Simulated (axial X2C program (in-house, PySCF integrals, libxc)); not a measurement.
## CsTe⁺: properties at the nuclei

Calculated with an in-house all-electron X2C program for linear molecules (integrals from PySCF): two-component X2C with atomic mean-field Coulomb and Gaunt terms, Gaussian nuclei, basis Cs dyall-cv3z, Te dyall-cv3z with contracted cores.

R = 4.011 Å (near the PBE0 minimum at charge 1 of the determinant lowest at the starting distance; the state shown can have its own minimum elsewhere).

Input and command:
```json
{"zs": [55, 52], "q": 1, "bas": ["dyall-cv3z", "dyall-cv3z"], "r0": 3.37, "levels": ["PBE0", "HF", "TPSSh", "PBE50", "r2SCAN"], "nst": 2}
```
```bash
python soeom.py task.json out
```

Keys: zs atomic numbers; q charge; bas basis sets; r0 starting distance in Å; levels methods; nst determinants followed.

Determinant lowest in the PBE0 search, Ω = 1 (⟨Sz⟩ = 0.82, ⟨Lz⟩ = 0.18 at PBE0), spin on the atoms Cs 0.00, Te 0.82:

```json
{"level": "PBE0", "Eeff magnitude (GV/cm)": "0.738", "Ws magnitude Cs (kHz)": "0.279", "Ws magnitude Te (kHz)": "0.724", "A∥/gI Cs (MHz)": "-34.4", "qzz Cs (a.u.)": "-0.38", "A∥/gI Te (MHz)": "-398", "qzz Te (a.u.)": "-8.39"}
{"level": "HF", "Eeff magnitude (GV/cm)": "0.735", "Ws magnitude Cs (kHz)": "0.31", "Ws magnitude Te (kHz)": "0.76", "A∥/gI Cs (MHz)": "-33.3", "qzz Cs (a.u.)": "-0.42", "A∥/gI Te (MHz)": "-223", "qzz Te (a.u.)": "-7.64"}
{"level": "TPSSh", "Eeff magnitude (GV/cm)": "0.592", "Ws magnitude Cs (kHz)": "0.235", "Ws magnitude Te (kHz)": "0.605", "A∥/gI Cs (MHz)": "-30.2", "qzz Cs (a.u.)": "-0.39", "A∥/gI Te (MHz)": "-564", "qzz Te (a.u.)": "-9.35"}
{"level": "PBE50", "Eeff magnitude (GV/cm)": "0.781", "Ws magnitude Cs (kHz)": "0.285", "Ws magnitude Te (kHz)": "0.756", "A∥/gI Cs (MHz)": "-32.8", "qzz Cs (a.u.)": "-0.35", "A∥/gI Te (MHz)": "-282", "qzz Te (a.u.)": "-7.88"}
{"level": "r2SCAN", "Eeff magnitude (GV/cm)": "0.166", "Ws magnitude Cs (kHz)": "0.238", "Ws magnitude Te (kHz)": "0.349", "A∥/gI Cs (MHz)": "-29.4", "qzz Cs (a.u.)": "-0.47", "A∥/gI Te (MHz)": "-915", "qzz Te (a.u.)": "-10.73"}
```

Eeff is the effective electric field on the electron electric dipole moment in this Ω state and Ws the scalar–pseudoscalar constant of the nucleus named (defined with the proton number Z and per Ω); A∥ (defined per Ω) follows by multiplying with gI = μI/(I μN); qzz is the electric field gradient, eQq0 = 234.96 MHz × Q/barn × qzz. The operators were transformed with the bare-nucleus X2C matrices; with these basis sets, hyperfine constants and field gradients can be off by tens of per cent, and where levels differ in sign neither size nor sign is settled.

(1) With gI(133Cs) = 0.7377, Q(133Cs) = -0.00343 barn (g factors from the IAEA table of nuclear moments by Stone; Q from Pyykkö, Mol. Phys. 2018), turn the PBE0 values of the first state into constants in MHz.

Each state is one determinant with collinear spin, which with several unpaired electrons need not be a pure state. Unrestricted Hartree–Fock can overshoot spin polarisation at the nuclei. With several open shells hyperfine constants can be off by a factor of several. Where Eeff spreads by more than a factor of two the levels disagree and none is to be relied on. Open-shell Ω = 0 determinants with evenly filled partner blocks cannot be reached by this program, so the Ω shown need not be the lowest component. States lie within half an eV, so the first need not be the ground state. Further determinants of the search, some of them spin-mixed, are not shown. Where a field gradient or hyperfine factor spreads by more than a factor of two over the levels, a constant derived from it is not to be relied on.

## Answers

(1) A∥(133Cs) = -34.4 × 0.7377 = -25.4 MHz; eQq0(133Cs) = 234.96 × (-0.00343) × (-0.38) = 0.306 MHz.
